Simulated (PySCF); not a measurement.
2H-pyran-5-one (C5H6O2), SMILES O=C1C=CCOC1. Atoms are numbered in the order given.

```xyz
13

O      2.1341    -0.9071    -0.2221
C      1.0361    -0.3992    -0.1180
C      0.8143     1.0626    -0.1171
C     -0.4361     1.5543    -0.0780
C     -1.6289     0.6571     0.0833
O     -1.3004    -0.6078     0.5980
C     -0.2374    -1.2432    -0.0748
H      1.6987     1.6977    -0.2118
H     -0.6227     2.6296    -0.1736
H     -2.1511     0.5721    -0.8986
H     -2.3517     1.1083     0.7822
H     -0.0224    -2.1860     0.4467
H     -0.5085    -1.4921    -1.1253
```
Charge 0, spin multiplicity 1.

Geometry: B3LYP-D3(BJ)/def2-SVP. The values are those of a single conformer.

Computed with TDDFT-PBE/def2-SVPD in PySCF.

Vertical excitations. Isolated molecule, no solvent.

| state | energy (eV) | λ (nm) | f | main pairs |
|---|---|---|---|---|
| S1 | 2.89 | 430 | 0.000 | HOMO→LUMO 100 % |
| S2 | 4.18 | 297 | 0.008 | HOMO−1→LUMO 88 % |
| S3 | 5.19 | 239 | 0.050 | HOMO−3→LUMO 50 %, HOMO−2→LUMO 42 % |
| S4 | 5.28 | 235 | 0.006 | HOMO→LUMO+1 98 % |
| S5 | 5.56 | 223 | 0.004 | HOMO→LUMO+2 94 % |
| S6 | 5.90 | 210 | 0.214 | HOMO−3→LUMO 43 %, HOMO−2→LUMO 39 % |
| S7 | 6.29 | 197 | 0.034 | HOMO→LUMO+3 99 % |
| S8 | 6.39 | 194 | 0.019 | HOMO→LUMO+4 97 % |
| S9 | 6.59 | 188 | 0.011 | HOMO−1→LUMO+1 94 % |
| S10 | 6.71 | 185 | 0.025 | HOMO→LUMO+5 95 % |
| T1 | 2.51 | 493 | 0 | HOMO→LUMO 99 % |
| T2 | 3.60 | 345 | 0 | HOMO−2→LUMO 56 %, HOMO−1→LUMO 41 % |
| T3 | 4.01 | 309 | 0 | HOMO−1→LUMO 57 %, HOMO−2→LUMO 42 % |
| T4 | 5.07 | 244 | 0 | HOMO→LUMO+1 73 %, HOMO−3→LUMO 24 % |
Triplets are in the Tamm–Dancoff approximation, which puts them higher than full response would, so one can lie above its singlet here.
